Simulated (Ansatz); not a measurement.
The molecule ZrP, multiplicity 4 (lowest of 2S+1 = 2, 4, 6, 8 at CCSD(T)/def2-TZVPP on PBE0 minima; our sources give no spin for the ground state, which may be another). No spin–orbit coupling.

Constants: fifth-degree fit in 1/R to seven points, most abundant isotopes. Runs in def2 and cc sets follow the lowest solution found near the PBE0 minimum.

The values were computed with Ansatz (an electronic-structure program).  In def2 rows elements past Kr take small-core potentials, without spin–orbit coupling.

Energies at wB97M-V/def2-TZVPP:

```csv
R (Å),E (hartree)
2.162760,-388.15067689
2.220898,-388.15697889
2.274386,-388.15992069
2.334850,-388.16054702
2.395315,-388.15885565
2.465081,-388.15464876
2.546475,-388.14746171
```

Task: With a reduced mass of 23.0371 u, find the minimum, the force constant and the constants.

Result: A fifth-degree polynomial in 1/R puts the minimum at r_e = 2.3191 Å with force constant 292 N/m. Then ω_e = (1/2πc)√(k/μ) = 464 cm⁻¹ and B_e = h/(8π²cμr_e²) = 0.1361 cm⁻¹; the cubic and quartic terms give α_e = 0.00044 and ω_e x_e = 1.1 cm⁻¹.
